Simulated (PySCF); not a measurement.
SnI, SMILES [I][Sn+] (connectivity only; charge and spin as stated), charge +1, multiplicity 1.

Coordinates come from a B3LYP-D3(BJ)/def2-TZVP optimisation. The spin state was assumed, not searched. The def2 effective core potentials stand for the cores of I, Sn; spin–orbit coupling is left out.

These are B3LYP-D3(BJ)/def2-TZVP (PySCF) values and carry that method's errors.

Frequencies are harmonic and unscaled.

```tsv
mode	ν (cm⁻¹)	IR (km/mol)	Raman (Å⁴/amu)	depolarisation	moving atoms (share of kinetic energy)
1	234	24.7	15.9	0.26	Sn 52 %, I 48 %
```
